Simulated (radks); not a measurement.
I, configuration [Kr] 4d10 5s1 5p6 (not the ground configuration). All-electron calculation, scalar-relativistic Kohn-Sham, PBEsol, spin-polarised, spherical densities, finite nucleus; open shells are filled with parallel spins first (spin-orbit coupling, left out, can overturn this in heavy ions); Fermi nuclear charge, rms radius 4.75 fm. Program: a radial shooting solver on a logarithmic mesh with Libxc functionals.

Unscreened Slater integrals over Kohn-Sham orbitals (cm^-1). They are taken over the spin-up orbitals.

integral,value
"F0(5p,5p)",82408
"F2(5p,5p)",43687
"F0(5p,5s)",90430
"G1(5p,5s)",58603
"F0(5p,4d)",104630
"F2(5p,4d)",27423
"G1(5p,4d)",8370.8
"G3(5p,4d)",7710.2
"F0(5p,4p)",106120
"F2(5p,4p)",23326
"G0(5p,4p)",4363.7
"G2(5p,4p)",5578.7
"F0(5s,5s)",101850
"F0(5s,4d)",125240
"G2(5s,4d)",15091
"F0(5s,4p)",127680
"G1(5s,4p)",8650.7
"F0(4d,4d)",215100
"F2(4d,4d)",108750
"F4(4d,4d)",72120
"F0(4d,4p)",230210
"F2(4d,4p)",116900
"G1(4d,4p)",148760
"G3(4d,4p)",92150
"F0(4p,4p)",249010
"F2(4p,4p)",130670
